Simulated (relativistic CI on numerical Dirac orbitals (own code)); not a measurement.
# Rb18+: q coefficients and field-shift factors

Method of calculation: Dirac-Coulomb-Breit CI, separate exchange-only KLI orbitals for each configuration, derivatives by finite differences, unscaled Slater integrals, QED left out (own radial code, finite nucleus).

Configuration list (outside the closed core [Ne]): 3s2 3p6 3d, 3s2 3p5 3d2, 3s 3p6 3d2, 3s2 3p6 4s, 3s2 3p6 4p, 3p6 3d3, 3p5 3d4. Double excitations out of closed p, d and f shells are left out; levels of such configurations are missing from the list, as are those of other unlisted configurations, and high levels can miss mixing partners.

With x = (α/α₀)² − 1 an excitation energy changes as ω = ω₀ + qx; K = 2q/ω₀ is the relative enhancement. Terms are leading LS components, so labels can repeat. The field-shift factor is F = δν/δ⟨r²⟩ for the transition from the lowest level.

Lowest level 3s2 3p6 3d 2D_3/2.

| Level | ω₀ (cm⁻¹) | q (cm⁻¹) | K | F (GHz/fm²) |
| --- | --- | --- | --- | --- |
| 3s2 3p6 3d 2D_5/2 | 18150 | 18040 | 1.99 | 0.087 |
| 3s2 3p5 3d2 4D°_1/2 | 741609 | 19660 | 0.053 | 1 |
| 3s2 3p5 3d2 4D°_3/2 | 747252 | 22990 | 0.0615 | 1.02 |
| 3s2 3p5 3d2 4D°_5/2 | 757410 | 31000 | 0.0818 | 1.06 |
| 3s2 3p5 3d2 4D°_7/2 | 771689 | 40760 | 0.106 | 1.08 |
| 3s2 3p5 3d2 4G°_9/2 | 791005 | 28260 | 0.0714 | 1.14 |
| 3s2 3p5 3d2 4G°_7/2 | 793458 | 23970 | 0.0604 | 1.03 |
| 3s2 3p5 3d2 4G°_11/2 | 793604 | 36900 | 0.093 | 1.21 |
| 3s2 3p5 3d2 4G°_5/2 | 793977 | 16540 | 0.0417 | 1.07 |
| 3s2 3p5 3d2 4P°_5/2 | 806061 | 34470 | 0.0855 | 1.11 |
| 3s2 3p5 3d2 2D°_3/2 | 812457 | 25620 | 0.0631 | 1.09 |
| 3s2 3p5 3d2 4P°_3/2 | 816069 | 34810 | 0.0853 | 1 |
| 3s2 3p5 3d2 4P°_1/2 | 830192 | 46620 | 0.112 | 0.982 |
| 3s2 3p5 3d2 2G°_7/2 | 830236 | 29220 | 0.0704 | 1.13 |
| 3s2 3p5 3d2 2D°_5/2 | 832245 | 43710 | 0.105 | 1.19 |
| 3s2 3p5 3d2 4F°_9/2 | 833679 | 43740 | 0.105 | 1.2 |
| 3s2 3p5 3d2 2F°_5/2 | 850495 | 58160 | 0.137 | 0.919 |
| 3s2 3p5 3d2 4F°_3/2 | 850909 | 52330 | 0.123 | 0.957 |
| 3s2 3p5 3d2 2F°_7/2 | 856938 | 35900 | 0.0838 | 1.13 |
| 3s2 3p5 3d2 2H°_11/2 | 857853 | 29580 | 0.069 | 1.25 |
| 3s2 3p5 3d2 2F°_7/2 | 862230 | 45490 | 0.106 | 1.17 |
| 3s2 3p5 3d2 2P°_1/2 | 862766 | 51970 | 0.12 | 1.17 |
| 3s2 3p5 3d2 4G°_5/2 | 865359 | 86540 | 0.2 | 0.542 |

At this charge energies of transitions that change n are usually good to better than 1 %, and those within a shell (Δn = 0) to a few per cent.
